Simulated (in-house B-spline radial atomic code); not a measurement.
# RPA and G0W0 on PBEsol: As

Configuration [Ar] 3d10 4s2 4p3, highest spin, mean-field start PBEsol. Computed with a B-spline radial code for spherical atoms: all electrons, non-relativistic, point nucleus, each spin shell either full or empty, empty states to l = 9 with an (l + 1/2)⁻⁴ tail; G0W0 by contour deformation at full frequency.

Command:
```bash
python run_gw.py task.json out
```
Settings (radii: box in bohr, nucleus in fm):
```
Z                        33
electrons                33
configuration            [Ar] 3d10 4s2 4p3
hamiltonian              nr
method                   pbesol
lmax                     9
spin_polarised           True
box_radius               40
intervals                55
```

Cost of the run: 4.5 s on 1 thread of Arm Neoverse N1, on a shared host.

Energies (hartree):

```json
{"term": "mean-field total", "value": "-2233.97754"}
{"term": "Hartree-Fock functional on these orbitals", "value": "-2234.20580"}
{"term": "direct second order", "value": "-2.8432"}
{"term": "second-order exchange", "value": "0.82913"}
{"term": "SOSEX correction", "value": "0.74794"}
```

(1) What is the RPA correlation energy, and what remains with SOSEX?

Quasi-particle levels (eV):

| level | occupied | mean field | Σx - vxc | Σc | QP weight | G0W0 |
| --- | --- | --- | --- | --- | --- | --- |
| 4p up | yes | -5.943 | -4.02 | ? | ? | ? |
| 4p down | no | -3.629 | 5.35 | -2.78 | 0.841 | -1.059 |

G0W0 = mean field + (Σx - vxc) + Σc, with Σc (partial-wave tail included) taken at the quasi-particle energy. Only the outer levels were computed. Levels of low weight are left out.

(2) Where does G0W0 put 4p up?

Results:

(1) RPA gives -2.3961 hartree (-1.98 eV per electron); RPA + SOSEX gives -1.6482, and the second-order doubles -2.014 hartree (no singles). SOSEX takes back 31 % of the RPA value.

(2) At -9.676 eV, with Σc = 0.29 eV and a quasi-particle weight of 0.793. The tabulated removal energy is 9.789 eV (NIST, measured); the calculation leaves out relativity, Breit and QED terms, and what these don't explain is the method's own error.
